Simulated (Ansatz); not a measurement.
`N[Si](N)(O)F` and `N[Si](N)(O)O[SiH3]` differ in one atom or group.

Ansatz, PBE0-D4/def2-TZVP geometries, multiplicity 1. Each molecule was computed in one conformer, which needn't be the lowest.

```
                                        property  `N[Si](N)(O)F`
             HOMO energy (B3LYP/def2-TZVPP) / eV           -7.41
               HOMO energy (PBE/def2-TZVPP) / eV           -6.13
           HOMO–LUMO gap (B3LYP/def2-TZVPP) / eV            7.77
             HOMO–LUMO gap (PBE/def2-TZVPP) / eV            6.03
         HOMO–LUMO gap (ωB97M-V/def2-TZVPP) / eV           12.25
size of the dipole moment (B3LYP/def2-TZVPP) / D            1.12
```

Give the same properties after the change, and the shifts. (An estimate is asked.)

The calculation gave: 
| property | `N[Si](N)(O)O[SiH3]` | shift |
| --- | --- | --- |
| HOMO energy (B3LYP/def2-TZVPP) / eV | -7.29 | 0.12 |
| HOMO energy (PBE/def2-TZVPP) / eV | -6.06 | 0.07 |
| HOMO–LUMO gap (B3LYP/def2-TZVPP) / eV | 7.24 | -0.53 |
| HOMO–LUMO gap (PBE/def2-TZVPP) / eV | 5.45 | -0.58 |
| HOMO–LUMO gap (ωB97M-V/def2-TZVPP) / eV | 11.71 | -0.54 |
| size of the dipole moment (B3LYP/def2-TZVPP) / D | 0.66 | -0.46 |

With PBE0 the HOMO rises by 0.12 eV and the LUMO falls by 0.52 eV, so the gap narrows by about 0.64 eV. PBE moves the HOMO by 0.07 eV and ωB97M-V by 0.12 eV. Dipoles are sizes alone; their direction can turn.

B3LYP here is the variant with VWN-RPA as its local correlation; programs differ in this.
